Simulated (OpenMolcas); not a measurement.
# Er2+: moving or changing the point charges

Er2+ among 6 point charges of -2 e arranged as a tetragonal octahedron (D4h), 2.46 Å from the ion, with the axial distance 2.411 Å.

* Program: OpenMolcas
* Method: SS-CASPT2, IPEA 0.25 Eh, imaginary shift 0.1 Eh (closed shells correlated: 5s 5p)
* Basis: ANO-RCC-VDZP [7s6p4d2f1g]
* Scalar Hamiltonian: DKH2, point nucleus
* Active space: 12 electrons in 7 orbitals (4f)
* State averaging: 2S+1 = 3 even, 21 roots; 2S+1 = 1 even, 27 roots kept (CI in the orbitals of an earlier block)
* Spin-orbit coupling: RASSI with atomic mean-field integrals over the reference wave functions

Runs around this geometry, states (labels of D4, the rotations of D4h). Energies in cm-1 above the lowest state or level, χT in cm3 K/mol.

```json
{"R (Å)": "2.46", "q (e)": "-1", "Ground state": "3E", "First state of that spin": "3A1 48", "First gap with spin-orbit (degeneracies)": "12 (1, 1)", "Width of lowest J": "241", "χT at 300 K": "7.101"}
{"R (Å)": "2.46", "q (e)": "-2", "Ground state": "3E", "First state of that spin": "3B1 80", "First gap with spin-orbit (degeneracies)": "19 (1, 1)", "Width of lowest J": "356", "χT at 300 K": "7.052"}
{"R (Å)": "2.67", "q (e)": "-2", "Ground state": "3E", "First state of that spin": "3A1 110", "First gap with spin-orbit (degeneracies)": "13 (1, 1)", "Width of lowest J": "330", "χT at 300 K": "7.069"}
{"R (Å)": "2.92", "q (e)": "-2", "Ground state": "3E", "First state of that spin": "3A1 71", "First gap with spin-orbit (degeneracies)": "17 (1, 1)", "Width of lowest J": "200", "χT at 300 K": "7.112"}
```

Taking the width of the lowest J multiplet as R^-n, n = -ln(200 / 356) / ln(2.92 / 2.46) = 3.4 between the shortest and longest distance.

Scaling the charges by -1 / -2 = 0.50 scales the width of the lowest J multiplet by 241 / 356 = 0.68; with fixed orbitals a first-order splitting would follow the charge.

Roots that are degenerate in the reference are averaged as groups; the widest CASPT2 spread within a group is 120 cm-1 (the 3-fold group of multiplicity 1 near 8610 cm-1 above the lowest state of its run, R = 2.46, q = -2). Shifts and gaps below about the spread of the groups concerned are not significant. Point charges carry no covalency, so the field is a model and not that of real ligands. A group larger than the point group allows holds several states that coincide in this model. No measured value stands beside these numbers.
